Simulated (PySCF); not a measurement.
Species: C6H8O.
Numbering: `[CH2:1]=[C:2]=[C:3]=[CH:4][CH2:5][O:6][CH3:7]` (hydrogens: H8, H9 on C1; H10 on C4; H11, H12 on C5; H13, H14, H15 on C7)

Geometry (GFN2-xTB, Å), atoms numbered from 1 in this order:
```
atom  x, y, z in Å
C1     3.9176    0.8049    0.2625
C2     2.7285    0.2643    0.3196
C3     1.5919   -0.2703    0.3995
C4     0.4037   -0.8186    0.4688
C5    -0.8024   -0.3056   -0.2564
O6    -1.9172   -0.3915    0.6045
C7    -3.1065    0.0482    0.0089
H8     4.7518    0.3869    0.8028
H9     4.1094    1.6879   -0.3257
H10    0.2297   -1.6930    1.0808
H11   -0.9804   -0.9245   -1.1568
H12   -0.6469    0.7330   -0.5895
H13   -3.8839   -0.0417    0.7647
H14   -3.0303    1.0947   -0.3133
H15   -3.3695   -0.5667   -0.8620
```

Level of theory: TDDFT B3LYP/def2-SVPD, vertical, gas phase, core orbitals frozen in the response (PySCF 2.14.0, density-fitted response routines).

Transition dipole moments from the ground state, in atomic units and in the frame of the coordinates above (overall signs are arbitrary), for the states with f of 0.002 or more among the lowest 8:

```
state  E (eV)      μx      μy      μz
   S2   4.878  -0.917  -0.276  -0.091
   S3   5.339   1.650   0.600  -0.017
   S4   5.692  -0.162  -0.032  -0.006
   S5   6.367   0.081   0.158   0.153
   S7   6.668   0.312   0.136   0.035
   S8   6.847  -0.549  -0.222  -0.200
```

Work out the oscillator strengths.

f = (2/3) ΔE |μ|² with ΔE in hartree (27.2114 eV).

```csv
state,|μ|² (au),|μ| (D),f
S2,0.925,2.44,0.111
S3,3.083,4.46,0.403
S4,0.027,0.42,0.004
S5,0.055,0.60,0.009
S7,0.117,0.87,0.019
S8,0.391,1.59,0.066
```

What angle do the transition dipoles of S2 and S8 make?

|cos θ| = |μa·μb| / (|μa| |μb|) = 0.97, so θ ≈ 14° (taken between 0 and 90°, since the signs are arbitrary).

What peak molar absorption coefficient would the strongest computed level give as a lone Gaussian band 0.3 eV wide at half height?

ε(max) = 2.175×10⁸ f / FWHM, with the width in cm⁻¹. S3: 2.175×10⁸ × 0.4032 / 2420 ≈ 36000 L mol⁻¹ cm⁻¹.

One conformer stands for the species.
